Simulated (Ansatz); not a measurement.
Compare A (`[SiH3]NCBCl`) with its isomer B (`CB(N)[SiH2]Cl`).

Calculated with Ansatz (gas phase, PBE0-D4/def2-TZVP geometries, no zero-point term in ΔE). CCSD(T)/CBS is the MP2 limit (def2-TZVPP, def2-QZVPP) plus CCSD(T) − MP2 in def2-TZVPP, frozen cores. DFT in def2-TZVPP. B3LYP here is the variant with VWN-RPA as its local correlation; programs differ in this. One conformer a species, not always the lowest.

(1) Which is lower in electronic energy at CCSD(T)/CBS, and by how much? (Estimate.)

(2) Give E(B) − E(A) in kcal/mol with PBE0-D4, B3LYP, B2PLYP, r2SCAN-D4, CCSD(T)/def2-TZVPP, MP2/def2-TZVPP, PBE-D4. (Estimate.)

Largest T1 diagnostic: 0.011.

Answers

(1) Ansatz gave: B, by 40.7 kcal/mol.

(2) Computed: PBE0-D4 -42.4, B3LYP -40.9, B2PLYP -40.3, r2SCAN-D4 -42.1, CCSD(T)/def2-TZVPP -39.7, MP2/def2-TZVPP -39.7, PBE-D4 -42.9. None reverses the order clearly.

In def2-TZVPP, CCSD(T) changes the Hartree–Fock value by −2.6 kcal/mol (the triples alone add −0.3 kcal/mol) and MP2 by −2.6 kcal/mol.
